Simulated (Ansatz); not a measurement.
`[OH][Ge][OH]` + H₂ → `[OH][GeH]` + H₂O at 400 K and 1 bar (hydrogenolysis of a Ge–O bond).

Gas-phase electronic energies from Ansatz, PBE0-D4/def2-TZVP geometries. CBS: MP2 limit from def2 TZ/QZ plus the TZ coupled-cluster correction, frozen cores. This one scheme is used for every species. For Ge outer-core shells are correlated without core-valence functions, which leaves a few kJ/mol of doubt a bond. Scalar relativity is left out up to krypton. One conformer a species, not always the lowest.

| species | CCSD(T)/CBS energy (Eh) | H − E (kJ/mol) | S (J/(mol·K)) |
| --- | --- | --- | --- |
| `[OH][Ge][OH]` | -2227.71391 | 90.8 | 302.8 |
| H₂ | -1.17544 | 38.0 | 139.0 |
| `[OH][GeH]` | -2152.47759 | 68.5 | 269.6 |
| H₂O | -76.37941 | 69.8 | 198.6 |

H − E and S are ideal-gas, rigid-rotor, harmonic terms from PBE0-D4/def2-TZVP, for one conformer and one mirror image of each species. The MP2-based limit puts H₂ 0.8 mEh under its directly extrapolated value; such offsets cancel only in part. 1 Eh = 2625.50 kJ/mol, R = 8.31446 J/(mol·K).

By hand: ΔE, ΔH, ΔS and ΔG.

ΔE = (-2152.47759) + (-76.37941) − (-2227.71391) − (-1.17544) = 0.03235 Eh = 84.9 kJ/mol. Δ(H − E) = 68.5 + 69.8 − 90.8 − 38.0 = 9.5, so ΔH = 94.4 kJ/mol. ΔS = 269.6 + 198.6 − 302.8 − 139.0 = 26.4 J/(mol·K). ΔG = 94.4 − 400 × (26.4)/1000 = 83.8 kJ/mol.

By hand: the equilibrium constant, and the temperature at which ΔG would vanish if ΔH and ΔS stayed fixed.

log₁₀ K = −ΔG/(RT ln 10) = -10.9. ΔG = 0 at ΔH/ΔS = 3576 K, far beyond where these terms or the molecules hold.

ΔH outweighs TΔS. A doubt of 5 kJ/mol in ΔE shifts log₁₀ K by 0.7 here. Other conformers and mirror images would add mixing entropy, several J/(mol·K) or more a flexible species. These are equilibria of isolated gas molecules and say nothing of rates. Largest T1 diagnostic: 0.016 (customary marks: 0.02 for closed shells, 0.045 for open ones).
